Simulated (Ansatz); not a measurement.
`C=C=C(O)[SiH2]O` + `[SiH3][SeH]` → `O[SiH2][Se][SiH3]` + `C=C=CO`  (ligand exchange at the Si–C bond)

Gas-phase electronic energies from Ansatz, PBE0-D4/def2-TZVP geometries. CBS: MP2 limit from def2 TZ/QZ plus the TZ coupled-cluster correction, frozen cores. Functionals use def2-TZVPP. B3LYP here is the variant with VWN-RPA as its local correlation; programs differ in this. For Se outer-core shells are correlated without core-valence functions, which leaves a few kJ/mol of doubt a bond. Scalar relativity is left out up to krypton. One conformer a species, not always the lowest.

```tsv
level	ΔE (kJ/mol)	difference from CCSD(T)/CBS
PBE-D4	-65.9	-0.3
r2SCAN-D4	-65.1	0.5
PBE0-D4	-67.9	-2.3
B3LYP-D4	-61.4	4.2
ωB97X-V	-62.5	3.1
ωB97M-V	-63.6	2.0
B2PLYP	-60.6	5.0
PBE0	-66.7	-1.1
HF/def2-TZVPP	-61.1	4.5
MP2/def2-TZVPP	-64.9	0.7
SCS-MP2/def2-TZVPP	-61.7	3.9
CCSD(T)/def2-TZVPP	-61.2	4.4
HF/def2-QZVPP	-60.5	5.1
SCS-MP2/def2-QZVPP	-63.7	1.9
HF/CBS(def2)	-60.4	5.2
CCSD/CBS(def2)	-65.3	0.3
CCSD(T)/CBS	-65.6	0
```

Largest T1 diagnostic among the species: 0.013.
